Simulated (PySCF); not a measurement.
C3H7O, doublet, geometry from GFN2-xTB. Base run: R2SCAN/6-31G (PySCF).

Geometry (Å):
```xyz
11

O     -0.0589     1.3563    -0.1132
C     -0.0286     0.0257     0.3544
H      0.8206     1.7392    -0.0273
H      0.1401     0.0252     1.4532
C     -1.3203    -0.6141     0.0603
C      1.1480    -0.7588    -0.2726
H      1.0510    -0.7522    -1.3553
H     -2.0374    -0.1009    -0.5450
H      2.0975    -0.3019     0.0029
H     -1.5326    -1.5899     0.4463
H      1.1380    -1.7863     0.0784
```
Charge 0, spin multiplicity 2.
Orbitals are unrestricted.
All else is at PySCF's defaults.

Variants of this job, named by their change:

| change | E (Eh) | HOMO (eV) | dipole (D) | <S^2> | core-seconds (rough) |
|---|---|---|---|---|---|
| base | -193.50679 | -4.76 | 1.95 | 0.755 | 10 |
| functional = tpss | -193.65130 | -4.43 | 1.90 | 0.754 | 20 |
| functional = pbe; dispersion = d4 | -193.37742 | -4.23 | 1.90 | 0.753 | 8 |
| functional = m06l | -193.59260 | -4.57 | 1.97 | 0.756 | 9 |
| functional = blyp | -193.53129 | -4.02 | 1.87 | 0.753 | 6 |
| functional = o3lyp | -193.55214 | -4.83 | 1.94 | 0.754 | 8 |
| functional = pbe | -193.37140 | -4.23 | 1.90 | 0.753 | 8 |
| functional = lc_wpbe | -193.50502 | -8.63 | 2.08 | 0.754 | 10 |
| functional = pw91,pw91 | -193.53794 | -4.28 | 1.90 | 0.753 | 7 |
| functional = pbe0; dispersion = d4 | -193.39882 | -5.74 | 2.00 | 0.754 | 7 |
| functional = x3lyp | -193.53024 | -5.43 | 1.96 | 0.754 | 9 |
| functional = lda,vwn | -191.94348 | -4.14 | 2.00 | 0.752 | 4 |
| functional = mn15 | -193.37638 | -6.10 | 2.03 | 0.754 | 10 |

Absolute energies of different levels of theory aren't comparable as measures of quality.

Open shells are given as the SCF converged; they aren't shown to be the lowest states, and a large step between rows can be another state.
